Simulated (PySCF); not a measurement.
Ru(Cp)(CO)2(Et), C₉H₁₀O₂Ru, singlet, GFN2-xTB optimised geometry.

```
22

Ru    -0.03    -0.34     0.00
C      1.09     0.03    -1.95
C      1.77    -0.96    -1.19
C      2.25    -0.34     0.00
C      1.82     1.00     0.00
C      1.07     1.22    -1.20
H      0.75    -0.09    -2.97
H      2.09    -1.92    -1.57
H      2.93    -0.78     0.71
H      2.11     1.77     0.71
H      0.77     2.20    -1.57
O     -1.91     1.33     1.62
C     -1.21     0.68     0.99
O     -0.43    -2.65     1.84
C     -0.30    -1.77     1.13
C     -1.70    -1.03    -1.15
C     -2.42     0.10    -1.88
H     -2.44    -1.59    -0.58
H     -1.27    -1.72    -1.89
H     -1.74     0.70    -2.48
H     -2.93     0.75    -1.17
H     -3.17    -0.31    -2.55
```

Density from CAM-B3LYP/def2-SVP, def2 effective core potentials past Kr run with PySCF 2.14.0 at that geometry. The core electrons that the potentials of Ru replace are not part of the density.

Minimum of the electron density along straight lines between bonded atoms, close to the bond critical point (lines longer than 1.1 times the sum of covalent radii, or with two minima, are not listed):

```
bond     length / Å  ρ at the minimum / e bohr⁻³  ∇²ρ there / e bohr⁻⁵  position (fraction from the first atom)
-------  ----------  ---------------------------  --------------------  ---------------------------------------
Ru1–C2        2.278                        0.070                  0.23                                     0.53
Ru1–C3        2.242                        0.072                  0.23                                     0.52
C2–C3         1.417                        0.296                 -0.70                                     0.50
Ru1–C4        2.274                        0.071                  0.22                                     0.53
C3–C4         1.428                        0.291                 -0.69                                     0.50
Ru1–C5        2.277                        0.070                  0.22                                     0.53
C4–C5         1.407                        0.302                 -0.73                                     0.50
Ru1–C6        2.250                        0.072                  0.23                                     0.52
C2–C6         1.413                        0.298                 -0.71                                     0.50
C5–C6         1.430                        0.290                 -0.69                                     0.50
C2–H7         1.082                        0.282                 -1.10                                     0.64
C3–H8         1.083                        0.280                 -1.07                                     0.64
C4–H9         1.082                        0.282                 -1.10                                     0.64
C5–H10        1.082                        0.282                 -1.10                                     0.64
C6–H11        1.083                        0.280                 -1.08                                     0.64
O12–C13       1.149                        0.464                  1.00                                     0.67
O14–C15       1.148                        0.464                  1.01                                     0.67
Ru1–C16       2.145                        0.111                  0.08                                     0.53
C16–C17       1.523                        0.246                 -0.57                                     0.50
C16–H18       1.097                        0.273                 -0.98                                     0.62
C16–H19       1.099                        0.271                 -0.97                                     0.62
C17–H20       1.089                        0.275                 -1.00                                     0.62
C17–H21       1.089                        0.276                 -1.01                                     0.62
C17–H22       1.092                        0.273                 -0.99                                     0.62
```
